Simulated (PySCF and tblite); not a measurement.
Results of a calculation; reference values are marked as such.
2 diastereomers of C₈H₁₁F₃, numbered alike:

```tsv
isomer	SMILES	descriptors (one enantiomer)
A	[CH3:1][C@:2]12[CH2:3][CH2:4][C@H:5]([CH2:6]1)[C@@H:7]2[C:8]([F:9])([F:10])[F:11]	2S, 5R, 7S
B	[CH3:1][C@@:2]12[CH2:3][CH2:4][C@@H:5]([CH2:6]1)[C@@H:7]2[C:8]([F:9])([F:10])[F:11]	2R, 5S, 7S
```

Each isomer is a Boltzmann average at 298.15 K over at most 6 conformers: GFN2-xTB geometries, energies B3LYP/6-31G* (D3(BJ) added where defined), GFN2-xTB thermal terms. Programs: PySCF with density fitting and tblite.

Rank the isomers by free energy at 298.15 K.


```json
{"isomer": "B", "ΔG (kcal/mol)": "0.0", "ΔE, lowest conformer": "0.0", "conformers": "1", "largest weight %": "100", "rms dipole (D)": "2.25"}
{"isomer": "A", "ΔG (kcal/mol)": "0.7", "ΔE, lowest conformer": "0.8", "conformers": "1", "largest weight %": "100", "rms dipole (D)": "2.30"}
```

ΔG is for one enantiomer.

If they could interconvert freely, what would the mixture hold (chiral isomers as racemates)?

B 76 %, A 24 %. A racemate gains RT ln 2.
